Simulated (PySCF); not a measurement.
A structure optimised at B3LYP-D3(BJ)/def2-SVP, used in a PySCF frequency run:

```xyz
11

F     -1.8812    -0.2248    -1.4456
C     -1.9544     0.1218    -0.0917
Si    -0.6038    -0.9239     0.7341
F     -0.4452    -0.4602     2.2949
Si     1.3701    -0.4481    -0.4404
Cl     1.3924     1.6361    -0.6294
H     -2.9736    -0.0809     0.2793
H     -1.7508     1.2010     0.0130
H     -0.9737    -2.3659     0.7162
H      2.6003    -0.8702     0.2837
H      1.3642    -1.0551    -1.7985
```
Charge 0, spin multiplicity 1.

Question: Write its SMILES and formula.

Answer: FC[Si@H](F)[SiH2]Cl, CH₅ClF₂Si₂

Question: What are its rotational constants (standard atomic weights)?

Answer: 1.9831, 1.2410, 0.98674 GHz
